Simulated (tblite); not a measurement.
C5H11OS (doublet state).
SMILES with atom numbers: `[CH3:1][CH2:2][S:3][CH2:4][CH2:5][CH2:6][O:7]` (hydrogens: H8, H9, H10 on C1; H11, H12 on C2; H13, H14 on C4; H15, H16 on C5; H17, H18 on C6)

Computed with GFN2-xTB (tblite), gas phase: L-BFGS steps from a force-field or distance-geometry start until the largest atomic force falls under 0.01 eV/Å.

The end geometry, which sets the zero of energy:
```
atom  x, y, z in Å
C1      2.2665    0.7657    0.1333
C2      1.9006   -0.6752    0.4326
S3      1.0004   -1.4953   -0.9296
C4     -0.4805   -0.4742   -1.0942
C5     -1.4435   -0.5912    0.0822
C6     -2.4127    0.6080   -0.0141
O7     -1.8142    1.7836   -0.0182
H8      2.9439    1.1330    0.9016
H9      1.3864    1.4044    0.1274
H10     2.7648    0.8396   -0.8308
H11     2.7913   -1.2903    0.5583
H12     1.2907   -0.7521    1.3327
H13    -0.9517   -0.8013   -2.0206
H14    -0.1845    0.5729   -1.1924
H15    -1.9836   -1.5382    0.0664
H16    -0.8917   -0.5120    1.0201
H17    -3.0980    0.5454    0.8628
H18    -3.0930    0.4836   -0.8891
```

Problem. These geometries come from the run, each turned onto the end geometry. Order them by energy, lowest first.
A.
```
atom  x, y, z in Å
C1      2.3538    0.7074    0.1586
C2      1.9191   -0.7220    0.4127
S3      0.9716   -1.4371   -0.9771
C4     -0.4814   -0.3644   -1.0796
C5     -1.4034   -0.4897    0.1255
C6     -2.5326    0.5503   -0.0571
O7     -2.1180    1.7938   -0.1867
H8      3.0182    1.0335    0.9558
H9      1.5004    1.3802    0.1325
H10     2.8856    0.7789   -0.7872
H11     2.7794   -1.3838    0.5103
H12     1.3108   -0.8034    1.3132
H13    -0.9906   -0.6738   -1.9923
H14    -0.1731    0.6770   -1.1859
H15    -1.8167   -1.4962    0.1983
H16    -0.8478   -0.2566    1.0351
H17    -3.1828    0.4761    0.8453
H18    -3.2013    0.2363   -0.8930
```
B.
```
atom  x, y, z in Å
C1      2.2869    0.7484    0.1361
C2      1.8947   -0.6880    0.4240
S3      0.9938   -1.4814   -0.9501
C4     -0.4741   -0.4388   -1.0867
C5     -1.4255   -0.5673    0.0967
C6     -2.4438    0.5874   -0.0290
O7     -1.8919    1.7850   -0.0757
H8      2.9702    1.0944    0.9093
H9      1.4186    1.4033    0.1342
H10     2.7848    0.8210   -0.8285
H11     2.7740   -1.3161    0.5606
H12     1.2708   -0.7591    1.3142
H13    -0.9588   -0.7466   -2.0128
H14    -0.1701    0.6072   -1.1718
H15    -1.9228   -1.5375    0.1055
H16    -0.8766   -0.4362    1.0302
H17    -3.1117    0.5298    0.8624
H18    -3.1275    0.4007   -0.8902
```
C.
```
atom  x, y, z in Å
C1      2.3705    0.6525    0.1466
C2      1.8700   -0.7560    0.3874
S3      0.9742   -1.4769   -1.0091
C4     -0.4602   -0.3071   -1.1319
C5     -1.3477   -0.3312    0.1336
C6     -2.6308    0.5385   -0.0297
O7     -2.2524    1.8128   -0.0333
H8      3.0104    0.9804    0.9791
H9      1.5398    1.3653    0.0905
H10     2.9465    0.7217   -0.7688
H11     2.7406   -1.4074    0.5662
H12     1.2638   -0.8157    1.3066
H13    -1.0533   -0.6328   -1.9804
H14    -0.0777    0.6853   -1.3541
H15    -1.6718   -1.3542    0.3178
H16    -0.7877   -0.0100    1.0260
H17    -3.2879    0.2066    0.7896
H18    -3.1549    0.1346   -0.9077
```
D.
```
atom  x, y, z in Å
C1      2.3706    0.6664    0.1570
C2      1.8881   -0.7491    0.4056
S3      0.9490   -1.4489   -0.9963
C4     -0.4679   -0.3199   -1.1090
C5     -1.3364   -0.3821    0.1391
C6     -2.5788    0.5229   -0.0496
O7     -2.3431    1.8164   -0.0454
H8      3.0110    0.9802    0.9788
H9      1.5379    1.3625    0.0924
H10     2.9416    0.7154   -0.7675
H11     2.7272   -1.4322    0.5246
H12     1.2571   -0.8097    1.2914
H13    -1.0275   -0.6579   -1.9816
H14    -0.1123    0.6937   -1.2936
H15    -1.6389   -1.4150    0.3219
H16    -0.7799   -0.0098    0.9997
H17    -3.2507    0.2774    0.8081
H18    -3.1558    0.1962   -0.9472
```
E.
```
atom  x, y, z in Å
C1      2.3903    0.6860    0.1686
C2      1.9194   -0.7382    0.3880
S3      0.9613   -1.4079   -1.0141
C4     -0.4899   -0.3324   -1.0736
C5     -1.3794   -0.4351    0.1569
C6     -2.5696    0.5238   -0.0717
O7     -2.2387    1.7945   -0.1742
H8      3.0346    0.9860    0.9927
H9      1.5520    1.3775    0.1269
H10     2.9553    0.7602   -0.7576
H11     2.7640   -1.4212    0.4750
H12     1.3055   -0.8282    1.2836
H13    -1.0340   -0.6637   -1.9578
H14    -0.1845    0.7047   -1.2156
H15    -1.7245   -1.4597    0.3033
H16    -0.8361   -0.1051    1.0434
H17    -3.2583    0.3916    0.7957
H18    -3.1760    0.1735   -0.9410
```

Solution. B (0.002 eV), A (0.006 eV), E (0.012 eV), D (0.027 eV), C (0.266 eV).

In the order of the answer:

| step | E above end (eV) | largest force (eV/Å) | rms force component (eV/Å) | rms distance from end (Å) | rms bond change (Å) | bond most changed (Å) |
| --- | --- | --- | --- | --- | --- | --- |
| 76 | 0.002 | 0.03 | 0.011 | 0.050 | 0.001 | C2–S3 -0.003 |
| 61 | 0.006 | 0.04 | 0.012 | 0.164 | 0.001 | S3–C4 +0.003 |
| 30 | 0.012 | 0.05 | 0.012 | 0.235 | 0.001 | C4–C5 -0.003 |
| 9 | 0.027 | 0.08 | 0.022 | 0.268 | 0.003 | S3–C4 +0.009 |
| 0 | 0.266 | 1.20 | 0.396 | 0.275 | 0.016 | S3–C4 +0.049 |

What follows is the cost of the whole relaxation. The run took 0.48 s on one thread, Arm Neoverse V2 (aarch64), shared host.
